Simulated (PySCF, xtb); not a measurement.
C3H8AlCl, SMILES C[CH](C)[AlH][Cl].

xtb with GFN2-xTB at its own geometry gives an orbital gap of 4.01 eV and a dipole moment of 1.29 D.

Geometry: PBE0-D3(BJ)/def2-SVP. One conformer was computed; it need not be the lowest.

Problem. What does PySCF with PBE/def2-TZVP give? (The exact figures need the calculation; the answer reports its results.)

Solution. gap 4.26 eV (levels -6.25 and -1.99 eV), dipole 1.83 D.
